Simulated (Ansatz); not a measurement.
Consider the atomization: `NC(F)([SiH3])BO` → B• + C• + F• + 7 H• + N• + O• + Si•.

Program: Ansatz. Geometries: PBE0-D4/def2-TZVP. ΔE: electronic, gas phase. CCSD(T)/CBS adds triple-zeta CCSD(T) − MP2 to the extrapolated MP2 energy (def2 sets, frozen cores). This one scheme is used for every species, atoms too. Functionals use def2-TZVPP. B3LYP here is the variant with VWN-RPA as its local correlation; programs differ in this. Open shells (•) are unrestricted, without spin–orbit coupling. Spin–orbit coupling would lower the free atoms: a little for B, C, F, O, Si. One conformer a species, not always the lowest.

`NC(F)([SiH3])BO`:

Z-matrix (Å, degrees):
```
C
F 1 1.430
Si 1 1.922 2 104.6
N 1 1.412 2 112.3 3 116.4
B 1 1.574 2 110.6 3 -116.0
H 3 1.488 1 106.3 2 71.8
H 3 1.483 1 110.3 2 -47.8
H 3 1.485 1 110.7 2 -169.3
H 4 1.011 1 113.6 2 -58.2
H 4 1.011 1 114.1 2 68.7
O 5 1.347 1 118.9 2 12.2
H 5 1.201 1 119.7 2 -171.1
H 11 0.960 5 113.2 1 176.8
```

CCSD(T)/CBS gives +48.71 eV.

Problem. Another level gave +48.03 eV. Which?
A. PBE-D4/def2-TZVPP
B. B3LYP-D4/def2-TZVPP
C. ωB97X-V/def2-TZVPP
D. SCS-MP2/def2-TZVPP

Solution. D. SCS-MP2/def2-TZVPP 48.03, ωB97X-V 49.03, B3LYP-D4 48.88, PBE-D4 49.82 eV.

Largest T1 diagnostic among the species: 0.014.

In def2-TZVPP, CCSD(T) changes the Hartree–Fock value by +12.60 eV (the triples alone add +0.75 eV) and MP2 by +13.49 eV; breaking electron pairs costs correlation energy, which Hartree–Fock lacks. The D4 term adds +0.45 eV with B3LYP and +0.24 eV with PBE0; it sums over pairs of atoms, weighted by their polarisabilities, and B3LYP, whose exchange is more repulsive, gets the larger term.

For atomizations the MP2-based limit and the directly extrapolated one differ by several kJ/mol either way, and by 10 to 25 for some Ge, Se and Sn compounds, so smaller differences from it don't rank the levels.
